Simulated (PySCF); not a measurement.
Sn(H)(OH)(NH2)2 (H6N2OSn), SMILES [NH2][SnH]([NH2])[OH]. Geometry optimised at PBE-D3(BJ)/def2-SVP. The structure was generated by enumeration; whether it is a known compound was not checked. The def2 effective core potentials stand for the cores of Sn; spin–orbit coupling is left out. Other conformers were not sampled.

Computed equilibrium geometry at PBE-D3(BJ)/def2-SVP (PySCF confirms it by a frequency run) as bond lengths and angles (one conformer of several):
Atoms: Sn1 N2 N3 O4 H5 H6 H7 H8 H9 H10. Bond lengths (Å): Sn1–N2 2.062, Sn1–N3 2.064, Sn1–O4 2.018, Sn1–H5 1.729, N2–H6 1.029, N2–H7 1.030, N3–H8 1.030, N3–H9 1.029, O4–H10 0.977. Angles (°): N2–Sn1–N3 101.6, N2–Sn1–O4 116.5, N2–Sn1–H5 109.3, N3–Sn1–O4 105.3, N3–Sn1–H5 122.3, O4–Sn1–H5 102.6, Sn1–N2–H6 111.1, Sn1–N2–H7 110.8, H6–N2–H7 106.4, Sn1–N3–H8 109.7, Sn1–N3–H9 111.4, H8–N3–H9 106.4, Sn1–O4–H10 108.7.
